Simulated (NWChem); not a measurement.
System: C3H4BFO; SMILES C1B([C@H](F)C=1)O

```xyz
10

O      1.1006     1.6932    -0.1039
B      0.1239     0.8056     0.1601
C     -1.3956     0.7739    -0.1003
C     -1.2923    -0.5790    -0.1203
C      0.0818    -0.7733     0.4709
F      0.9341    -1.5952    -0.2437
H      1.9821     1.3285     0.0302
H     -2.2526     1.4032    -0.3461
H     -1.9858    -1.3531    -0.4782
H      0.0627    -1.1253     1.5164
```
Atoms are numbered in this order, from 1.

Results from NWChem. Medium grid unless said otherwise, to which SCAN and Minnesota functionals are sensitive. Structure relaxed at the PBE0/def2-SVP level. Total energies of different functionals are on different scales.

```
level                  energy (Ha)  highest occupied level (eV)  orbital gap (eV)  dipole (D)
---------------------  -----------  ---------------------------  ----------------  ----------
PBE/def2-SVP             -316.0393                        -6.28              4.62        0.72
B3LYP/def2-SVP           -316.4059                        -7.55              6.71        0.86
M06-2X/def2-SVP          -316.2778                        -9.17              9.46        0.95
PW6B95/def2-SVP          -316.7811                        -7.94              7.34        0.90
Hartree-Fock/def2-SVP    -314.6771                       -10.66             13.92        1.26
PBE0/def2-SVP            -316.0579                        -7.83              7.17        0.89
```
